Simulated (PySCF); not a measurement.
CH₅AsGa, SMILES [CH3][Ga][AsH2], multiplicity 2. Atoms are numbered in the order given.

```xyz
8

Ga    -0.7139     0.8271     0.0322
C     -0.5021     1.6822    -1.7892
H     -1.2422     2.4736    -1.9757
H     -0.5977     0.9013    -2.5626
H      0.5117     2.1134    -1.8535
As     0.8031    -1.1393     0.4593
H      0.0321    -1.9205    -0.6141
H     -0.0625    -1.7029     1.5860
```
Charge 0, spin multiplicity 2.

The structure is a stationary point at B3LYP-D3(BJ)/def2-SVP. The spin state was assumed, not searched. The isomer is the one that the SMILES or the coordinates give; other isomers of the formula were not compared.

Method: PBE/def2-TZVPD (PySCF).

Mulliken values depend strongly on the basis, most of all with diffuse functions as here. ESP charges are fitted to the potential on shells at 1.4 to 2.0 van der Waals radii. Atomic charges (e):

```tsv
atom	Mulliken	meta-Löwdin	ESP fit	Mulliken spin
Ga1	0.24	0.25	(withheld)	0.64
C2	-0.75	-0.55	-0.06	0.14
H3	0.25	0.13	-0.01	-0.02
H4	0.20	0.13	0.03	0.01
H5	0.20	0.13	0.05	0.00
As6	-0.49	-0.13	(withheld)	0.26
H7	0.17	0.02	(withheld)	-0.01
H8	0.18	0.02	(withheld)	-0.01
```

### Question
Fill in the missing entries. (An estimate is asked for; the answer gives what the named calculation found.)

### Answer

- Ga1, ESP fit: 0.08
- As6, ESP fit: -0.15
- H7, ESP fit: 0.05
- H8, ESP fit: 0.01
